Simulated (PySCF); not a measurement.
Species: C₇H₁₀NO (charge +1).
Geometry (PBE0-D3(BJ)/def2-SVP, Å), atoms numbered from 1 in this order:
```
atom  x, y, z in Å
C1     2.6749    0.3760   -0.4959
O2     1.5007   -0.4282   -0.3901
C3     0.3549    0.1065   -0.0619
C4     0.1115    1.4568    0.2142
C5    -1.1693    1.8567    0.5540
C6    -2.2060    0.9175    0.6185
C7    -1.9183   -0.3958    0.3361
N8    -0.6659   -0.7904    0.0023
C9    -0.3821   -2.1981   -0.2927
H10    2.5555    1.1276   -1.2900
H11    2.8990    0.8582    0.4668
H12    3.4823   -0.3145   -0.7595
H13    0.9283    2.1751    0.1595
H14   -1.3659    2.9090    0.7715
H15   -3.2244    1.2020    0.8838
H16   -2.6719   -1.1840    0.3635
H17    0.0443   -2.2849   -1.2999
H18   -1.3178   -2.7624   -0.2312
H19    0.3420   -2.5891    0.4336
```

All values: wB97X-D/def2-SVPD (PySCF, non-relativistic), on one gas-phase PBE0-D3(BJ)/def2-SVP geometry that isn't relaxed in the solvent. The solvent is an IEF-PCM continuum (van der Waals radii × 1.2), and excitations are vertical TDDFT with non-equilibrium linear response and a frozen core. The model holds no explicit solvent molecules, cavitation or dispersion.

Gas-phase singlets (H = HOMO, L = LUMO):

```tsv
state	E (eV)	λ (nm)	f	leading configurations
S1	4.968	250	0.140	H→L 93%
S2	6.210	200	0.023	H→L+1 65%, H-1→L 34%
S3	7.062	176	0.662	H-1→L 63%, H→L+1 33%
S4	7.190	172	0.001	H-2→L 77%, H-4→L 13%
S5	7.472	166	0.189	H-1→L+1 66%, H-3→L 25%
```

Give the list for chloroform (ε = 4.711), n² = 2.09.

```csv
state,E (eV),λ (nm),f,leading configurations,change by rank (eV)
S1,4.905,253,0.189,H→L 94%,-0.063
S2,6.176,201,0.038,"H→L+1 68%, H-1→L 30%",-0.034
S3,6.878,180,0.813,"H-1→L 67%, H→L+1 29%",-0.184
S4,7.191,172,0.002,"H-2→L 76%, H-4→L 13%",+0.001
S5,7.406,167,0.286,"H-1→L+1 76%, H-3→L 16%",-0.066
```

The ground-state energy changes by -1.722 eV from gas to chloroform. By how much does the total energy of gas-phase S1 change?

E(S1) = E(S0) + excitation energy, so it changes by -1.722 − 0.063 = -1.785 eV: it is lowered more than the ground state, which is what a red shift means. This is the vertical state, with the slow part of the continuum still set for S0.

How do the frontier levels move from gas to chloroform?

```csv
orbital,gas (eV),solvent (eV),change (eV),"Löwdin shares, gas","Löwdin shares, solvent"
LUMO+2,-1.52,1.45,+2.97,"C3 15 %, C9 14 %, C7 12 %, C4 8 %","C9 14 %, C3 13 %, C7 11 %, C1 10 %"
LUMO+1,-3.29,-0.05,+3.24,"C6 20 %, C3 19 %, C7 15 %, C4 14 %","C6 20 %, C3 19 %, C7 15 %, C4 14 %"
LUMO,-4.48,-1.23,+3.25,"C5 25 %, N8 17 %, C7 17 %, C4 12 %","C5 25 %, N8 17 %, C7 16 %, C4 12 %"
HOMO,-13.68,-10.44,+3.24,"O2 20 %, C6 19 %, C4 15 %, C7 15 %","O2 20 %, C6 19 %, C4 16 %, C7 15 %"
HOMO-1,-15.17,-11.92,+3.25,"C5 25 %, N8 21 %, C4 19 %, C6 9 %","C5 24 %, N8 21 %, C4 19 %, C6 9 %"
HOMO-2,-16.31,-13.10,+3.21,"O2 34 %, C1 19 %, H12 8 %, C3 6 %","O2 33 %, C1 18 %, H12 7 %, C3 6 %"
HOMO-3,-16.47,-13.25,+3.22,"O2 25 %, C1 20 %, C7 9 %, C6 9 %","O2 25 %, C1 20 %, C7 9 %, C6 9 %"
```

The HOMO–LUMO gap goes from 9.20 to 9.21 eV.

The pairwise dispersion term of wB97X-D wasn't added to the energies; at a given geometry it leaves orbitals and properties as they are.
